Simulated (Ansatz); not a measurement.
Breaking a bond: SH (cation, charge +1), lowest triplet found (which spin is the ground state isn't settled by this scan).

Levels of theory: ROMP2 = MP2 on ROHF/cc-pVTZ, frozen core (Ansatz, a program for electronic structure); FCI = full CI/cc-pVTZ, frozen core (Ansatz); UMP2 = MP2 on UHF/cc-pVTZ, frozen core (Ansatz).

Total energies in hartree (comparable only within one method and basis):

| R / Å | ROMP2 | FCI | UMP2 |
|---|---|---|---|
| 0.98 | -397.74767 | -397.77456 | -397.74604 |
| 1.06 | -397.81259 | -397.83968 | -397.81099 |
| 1.13 | -397.84787 | -397.87522 | -397.84630 |
| 1.18 | -397.86420 | -397.89178 | -397.86266 |
| 1.25 | -397.87794 | -397.90591 | -397.87644 |
| 1.29 | -397.88210 | -397.91034 | -397.88064 |
| 1.33 | -397.88418 | -397.91271 | -397.88276 |
| 1.38 | -397.88442 | -397.91336 | -397.88306 |
| 1.42 | -397.88309 | -397.91240 | -397.88180 |
| 1.47 | -397.87996 | -397.90977 | -397.87875 |
| 1.54 | -397.87353 | -397.90412 | -397.87246 |
| 1.62 | -397.86419 | -397.89581 | -397.86329 |
| 1.71 | -397.85223 | -397.88518 | -397.85123 |
| 1.83 | -397.83531 | -397.87031 | -397.83214 |
| 1.99 | -397.81292 | -397.85120 | -397.80822 |
| 2.16 | -397.79090 | -397.83335 | -397.79138 |
| 2.41 | -397.76322 | -397.81307 | -397.77717 |
| 2.67 | — | -397.79937 | -397.76926 |
| 2.98 | — | -397.79049 | -397.76438 |
| 3.43 | — | -397.78514 | -397.76139 |
| 3.95 | — | -397.78341 | -397.76026 |
| 4.58 | — | -397.78290 | -397.75986 |

A dash means that the run gave no value there, or that the column was ended at a point which the program doubted or which failed a test of continuity chosen for this set; such a test can also cut sound points.

The T1 diagnostic of CCSD on the restricted reference of ROMP2 exceeds 0.045 at 2.16 to 2.98 Å. The unrestricted determinant behind UMP2 is spin-contaminated at 1.83 to 4.58 Å (<S²> up to 3.0, against 2.00 for a pure triplet).
